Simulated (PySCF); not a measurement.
# Shifts of the heteroatoms

Atom-mapped SMILES (the numbers label the heavy atoms): `[CH3:1][C:2]#[C:3][Si@H:4]([O:5][SiH3:6])[O:7][SiH2:8][CH3:9]`. Hydrogens are named by the atom that carries them. Ha(Si8) is pro-R; Hb(Si8) is pro-S.

No relativistic terms, one computed conformer, averaged over atoms made equivalent by symmetry, fast rotation or ring inversion, no solvent model. PBE0/pcSseg-1 with gauge-including orbitals; coordinates at the GFN2-xTB level; PySCF 2.14.0 with density-fitted response routines.

Problem. Where does 29Si resonate?

Solution. 
| atoms | environment | σ (ppm) | δ (ppm) |
| --- | --- | --- | --- |
| Si8 | silicon bonded to C, O, 2 H | 375.0 | -28.3 |
| Si6 | silicon bonded to O, 3 H | 396.1 | -45.6 |
| Si4 | silicon bonded to C, 2 O, H | 420.5 | -65.7 |

Shieldings were converted by a linear fit to measured shifts: 29Si: δ = 279.94 − 0.822σ (rms 8.9 ppm, 72 shifts, 25.8 ppm with the 6 outliers that the fit left out vs TMS, solution or neat liquid). A few per cent of atoms miss by over 2 rms, more outside the fitted compound classes.

On a 600 MHz spectrometer 29Si resonates near 119.2 MHz, so 1 ppm is 119.2 Hz.

Problem. What are the 17O shifts?

Solution. 
```json
{"atoms": "O7", "environment": "oxygen bonded to 2 Si", "σ (ppm)": "266.2", "δ (ppm)": "24.2"}
{"atoms": "O5", "environment": "oxygen bonded to 2 Si", "σ (ppm)": "288.8", "δ (ppm)": "3.7"}
```

Shieldings were converted by a linear fit to measured shifts: 17O (scatter 10.7 ppm rms, 12.2 ppm with the 3 outliers that the fit left out vs liquid water, solution or neat liquid). A few per cent of atoms miss by over 2 rms, more outside the fitted compound classes.

On a 600 MHz spectrometer 17O resonates near 81.3 MHz, so 1 ppm is 81.3 Hz.
